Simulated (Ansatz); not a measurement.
`C[CH](C)[In]([F])[F]`. Charge 0, multiplicity 1. In: def2 effective core potential. The geometry is a stationary point of PBE0-D4/def2-TZVP. It is one conformer, not always the lowest.

```xyz
13

C     0.860    1.000    0.750
C     0.410   -0.195   -0.075
C    -0.224   -1.292    0.767
In   -0.903    0.416   -1.676
F    -2.307   -0.649   -2.509
F    -0.917    2.146   -2.574
H     1.586    0.673    1.504
H     0.027    1.462    1.287
H     1.336    1.773    0.145
H     1.269   -0.606   -0.615
H    -1.107   -0.935    1.302
H     0.493   -1.635    1.522
H    -0.522   -2.158    0.173
```

What is the dipole moment at B3LYP/def2-TZVPP? (Estimate.)

Computed: 5.31 D, with components (3.18, -1.49, 3.99) D in this frame, pointing from negative to positive charge.

And with PBE, r2SCAN, ωB97M-V? (Best estimate.)

The calculation gave: PBE 5.13 D, r2SCAN 5.24 D, ωB97M-V 5.13 D.

Give the Mulliken charges with B3LYP, ωB97M-V, PBE in def2-TZVPP. (Best estimate.)

The calculation gave: 
| atom | B3LYP | ωB97M-V | PBE |
| --- | --- | --- | --- |
| C1 | -0.26 | -0.31 | -0.26 |
| C2 | -0.15 | -0.25 | -0.12 |
| C3 | -0.26 | -0.31 | -0.26 |
| In4 | 0.99 | 1.01 | 0.86 |
| F5 | -0.49 | -0.49 | -0.44 |
| F6 | -0.49 | -0.49 | -0.44 |
| H7 | 0.09 | 0.11 | 0.08 |
| H8 | 0.09 | 0.12 | 0.09 |
| H9 | 0.11 | 0.13 | 0.11 |
| H10 | 0.10 | 0.14 | 0.10 |
| H11 | 0.09 | 0.12 | 0.09 |
| H12 | 0.09 | 0.11 | 0.08 |
| H13 | 0.11 | 0.13 | 0.11 |

B3LYP here is the variant with VWN-RPA as its local correlation; programs differ in this.
